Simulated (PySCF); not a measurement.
Compound: C4H6O4S.
Cartesian coordinates in Å at the PBE0-D3(BJ)/def2-SVP level; atoms count from 1:
```
atom  x, y, z in Å
C1     2.233    0.002   -0.060
C2     1.612    0.199    1.099
O3     0.302    0.571    1.259
C4    -0.512    0.539    0.189
C5    -1.102    1.604   -0.345
S6    -0.841   -1.112   -0.484
O7    -0.422   -2.086    0.503
O8    -0.426   -1.153   -1.866
O9    -2.463   -1.122   -0.534
H10    1.734    0.101   -1.028
H11    3.280   -0.300   -0.050
H12    2.088    0.094    2.076
H13   -0.885    2.600    0.046
H14   -1.818    1.488   -1.159
H15   -2.784   -1.417    0.332
```

All values: CAM-B3LYP/def2-SVPD (PySCF, non-relativistic), on one gas-phase PBE0-D3(BJ)/def2-SVP geometry that isn't relaxed in the solvent. The solvent is an IEF-PCM continuum (cavity from Bondi-type radii × 1.2), and excitations are vertical TDDFT with non-equilibrium linear response and a frozen core. Only the electrostatic response of the medium enters.

```tsv
run	E − E(gas) (kcal/mol)	HOMO (eV)	HOMO–LUMO gap (eV)	dipole (D)	lowest singlet (eV)	static polarisability (au)
gas	0.00	-8.80	8.52	3.46	5.37	82.3
P	-9.10	-8.71	8.62	4.40	5.46	104.9
Q	-11.10	-8.71	8.65	4.64	5.50	111.2
```

Problem. The runs were made in dimethylsulfoxide and tetrahydrofuran. Which run belongs to which solvent?

Solution. P = tetrahydrofuran, Q = dimethylsulfoxide. The dielectric constants are 7.426 (tetrahydrofuran), 46.83 (dimethylsulfoxide), and the energy falls further as ε rises. The optical constants n² used for the excitations are 1.97, 2.19 in the same order. In this model the ground state sees the solvent through ε alone.

Problem. How constant is the ratio of the lowering to (ε − 1)/(2ε + 1)?

Solution. 
```tsv
solvent	(ε − 1)/(2ε + 1)	E − E(gas) (kcal/mol)	ratio (kcal/mol)	polarisation term (kcal/mol)
tetrahydrofuran	0.405	-9.10	-22.4	-10.33
dimethylsulfoxide	0.484	-11.10	-22.9	-12.98
```

The ratio changes by +2.1 % in size from tetrahydrofuran to dimethylsulfoxide. The polarisation term is half the interaction of the solute with the induced surface charges.
